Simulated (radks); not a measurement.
Neutral germanium inside a hard spherical wall (all orbitals vanish at R), configuration held at [Ar] 3d10 4s2 4p2 and not refilled when levels cross. All-electron calculation, scalar-relativistic Kohn-Sham, LDA (Slater exchange, VWN5 correlation), spin-unpolarised, spherical densities, point nucleus. Program: a radial shooting solver on a logarithmic mesh with Libxc functionals. Eigenvalues in eV, with the zero of energy where the potential of the charges vanishes at infinity; a dash marks a level that is unbound or too diffuse for the functional's potential to be trusted. A positive occupied level is held by the wall or, in an anion where self-interaction has pushed it up, behind a barrier. The pressure on the wall is -dE/dV.

R (bohr)	E (hartree)	kinetic (hartree)	e(3p)	e(3d)	e(4s)	e(4p)	e(5s, empty)	e(5p, empty)	pressure (GPa)
free	-2095.91253	2133.056	-115.39	-29.565	-11.947	-4.046	-0.451	-	0
8	-2095.90914	2133.081	-115.15	-29.322	-11.753	-3.843	1.576	4.474	0.134
7	-2095.90249	2133.121	-114.84	-29.015	-11.516	-3.569	3.129	6.847	0.525
4	-2095.56150	2134.568	-109.18	-23.471	-6.697	2.833	28.593	38.015	68.4
3.5	-2095.21496	2135.820	-105.97	-20.349	-3.215	7.412	44.678	56.036	189
3	-2094.45032	2138.393	-100.80	-15.321	3.506	15.947	73.028	86.858	589
2.5	-2092.58548	2144.348	-91.718	-6.375	18.040	33.558	127.42	144.24	2190
2	-2087.26944	2160.657	-73.564	12.272	55.014	75.797	245.44	264.82	10600
1.5	-2067.89411	2217.239	-28.926	60.959	173.30	201.19	554.29	569.43	77600
